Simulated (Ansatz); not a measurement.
Basis-set extrapolation for C2H8OSi2, SMILES `[SiH3][SiH]1COC1` (PBE0-D4/def2-TZVP geometry, frozen core, Ansatz). Multiplicity 1, RHF reference.

```csv
,def2-TZVPP,def2-QZVPP
HF,-733.145396,-733.170451
MP2 correlation,-0.820662,-0.879250
CCSD(T) correlation,-0.914054,not run
```

Energies in hartree. Use E(X) = E(∞) + A·exp(−7.88·√X) for Hartree–Fock and E(X) = E(∞) + B·X^(−2.97) for correlation, with X = 3 and 4, and add CCSD(T) minus MP2 of the smaller set to the MP2 limit.

Q: What is the CCSD(T) energy at the basis-set limit?

A: HF limit: -733.170451 + (-0.025055) × 0.13774 = -733.17390. MP2 limit: -0.879250 + (-0.058588) × 0.74074 = -0.92265. Higher-order term: -0.914054 − (-0.820662) = -0.09339. Total: -734.18994 hartree, 342.6 kJ/mol below CCSD(T)/def2-TZVPP.
